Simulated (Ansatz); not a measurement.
Reaction (atomization): `C[B-]1(C)[Cl+][B-](C)(C)[Cl+]1` → 2 B• + 4 C• + 2 Cl• + 12 H•

Program: Ansatz. Geometries: PBE0-D4/def2-TZVP. ΔE: electronic, gas phase. CCSD(T)/CBS is the MP2 limit (def2-TZVPP, def2-QZVPP) plus CCSD(T) − MP2 in def2-TZVPP, frozen cores. This one scheme is used for every species, atoms too. Functionals use def2-TZVPP. No spin–orbit coupling; open shells (•) take unrestricted orbitals. Spin–orbit coupling would lower the free atoms: a little for B, C, Cl.

CCSD(T)/CBS gives +7631.0 kJ/mol.

(1) Another level gave +7631.3 kJ/mol. Which?
A. PBE0/def2-TZVPP
B. B2PLYP/def2-TZVPP
C. LC-ωPBE/def2-TZVPP
D. BLYP-D4/def2-TZVPP

Largest T1 diagnostic among the species: 0.014.

Results:

(1) C. LC-ωPBE 7631.3, BLYP-D4 7594.4, PBE0 7671.4, B2PLYP 7560.9 kJ/mol.

Leaving LDA and LC-ωPBE aside and taking each functional with its dispersion term where it has one, the values, not all of them listed here, spread over 293.4 kJ/mol, from BHLYP-D4 to PBE-D4. LDA lies +930.8 kJ/mol from PBE without D4, its usual overbinding. At CCSD(T), def2-SVP lies −279.5 kJ/mol from the extrapolated value and def2-TZVPP −156.7 kJ/mol: correlation converges slowly with the basis, and small sets miss more of it in the bonded molecule than in its fragments.

For atomizations the MP2-based limit and the directly extrapolated one differ by several kJ/mol either way, and by 10 to 25 for some Ge, Se and Sn compounds, so smaller differences from it don't rank the levels.
